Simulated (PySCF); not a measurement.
F₂GaHSe, SMILES [F][Ga]([F])[SeH].

The structure is a stationary point at ωB97X-D3(BJ)/def2-SVP. The structure was generated by enumeration; whether it is a known compound was not checked. The values are those of a single conformer.

Calculation: PySCF with TDA-PBE/def2-SVPD.

Vertical excitations. The molecule is in vacuum. State labels are in the subgroup Cs.

```tsv
state	symmetry	energy (eV)	λ (nm)	f	main pairs
S1	A"	4.39	282	0.024	HOMO→LUMO 100 %
S2	A'	5.60	222	0.006	HOMO→LUMO+1 74 %, HOMO−1→LUMO 25 %
S3	A"	5.74	216	0.012	HOMO→LUMO+2 99 %
S4	A'	6.53	190	0.013	HOMO−2→LUMO 96 %
S5	A"	6.65	187	0.000	HOMO−3→LUMO 100 %
S6	A'	6.72	184	0.320	HOMO−1→LUMO 47 %, HOMO−4→LUMO 23 %, HOMO→LUMO+1 12 %
S7	A"	6.98	178	0.000	HOMO−1→LUMO+1 85 %
S8	A"	7.16	173	0.005	HOMO→LUMO+3 82 %, HOMO−5→LUMO 15 %
S9	A'	7.20	172	0.050	HOMO−1→LUMO+2 49 %, HOMO−4→LUMO 46 %
S10	A"	7.24	171	0.055	HOMO−5→LUMO 75 %
T1	A"	4.01	309	0	HOMO→LUMO 99 %
T2	A'	4.94	251	0	HOMO→LUMO+1 95 %
T3	A"	5.28	235	0	HOMO→LUMO+2 99 %
T4	A'	5.47	227	0	HOMO−1→LUMO 95 %
```
Triplets are in the Tamm–Dancoff approximation.
